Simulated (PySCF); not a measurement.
A structure optimised at PBE-D3(BJ)/def2-SVP, used in a PySCF frequency run:

```
C
H 1 1.1100
H 1 1.1119 2 106.66
C 1 1.5302 2 111.42 3 122.24
H 4 1.1088 1 110.99 2 62.45
H 4 1.1094 5 107.76 1 122.27
H 4 1.1096 5 107.34 6 115.41
Ge 1 1.9662 2 106.67 3 -113.72
H 8 1.5516 1 112.99 2 51.76
H 8 1.5527 9 111.03 1 -127.23
Cl 8 2.1940 9 106.86 10 -115.54
```

Question: Write its SMILES and formula.

Answer: C[CH2][GeH2][Cl], C2H7ClGe

Question: What are its rotational constants (standard atomic weights)?

Answer: 4.5609, 2.4325, 1.7239 GHz
